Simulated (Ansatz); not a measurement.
One change: `O[Si](O)(O)Cl` becomes `O[Si](O)(O)[O][AlH2]`.

Ansatz, PBE0-D4/def2-TZVP geometries, multiplicity 1. Each molecule was computed in one conformer, which needn't be the lowest.

```
                                                                                  property  `O[Si](O)(O)Cl`
                                                       LUMO energy (B3LYP/def2-TZVPP) / eV             0.00
                                                      HOMO–LUMO gap (PBE0/def2-TZVPP) / eV             9.52
                                                       HOMO–LUMO gap (PBE/def2-TZVPP) / eV             7.04
                                                     HOMO energy (ωB97M-V/def2-TZVPP) / eV           -11.46
ideal-gas entropy at 298 K and 1 bar (rigid rotor, harmonic PBE0-D4/def2-TZVP) / J/(mol·K)              338
                                                         LUMO energy (PBE/def2-TZVPP) / eV            -0.52
```

**Question.** What does the change do to each property? (Estimate.)

**Answer.** Ansatz gave: 
```csv
property,`O[Si](O)(O)[O][AlH2]`,shift
LUMO energy (B3LYP/def2-TZVPP) / eV,-1.31,-1.31
HOMO–LUMO gap (PBE0/def2-TZVPP) / eV,7.22,-2.30
HOMO–LUMO gap (PBE/def2-TZVPP) / eV,5.05,-1.99
HOMO energy (ωB97M-V/def2-TZVPP) / eV,-10.54,0.92
"ideal-gas entropy at 298 K and 1 bar (rigid rotor, harmonic PBE0-D4/def2-TZVP) / J/(mol·K)",407,69
LUMO energy (PBE/def2-TZVPP) / eV,-1.85,-1.33
```

With PBE0 the HOMO rises by 0.83 eV and the LUMO falls by 1.47 eV, so the gap narrows by about 2.30 eV. PBE moves the HOMO by 0.67 eV and ωB97M-V by 0.92 eV. The zero-point energy changes by 44.9 kJ/mol with +9 modes. Modes under 60 cm⁻¹, often nearly free rotors, make the harmonic entropy too high.

B3LYP here is the variant with VWN-RPA as its local correlation; programs differ in this.
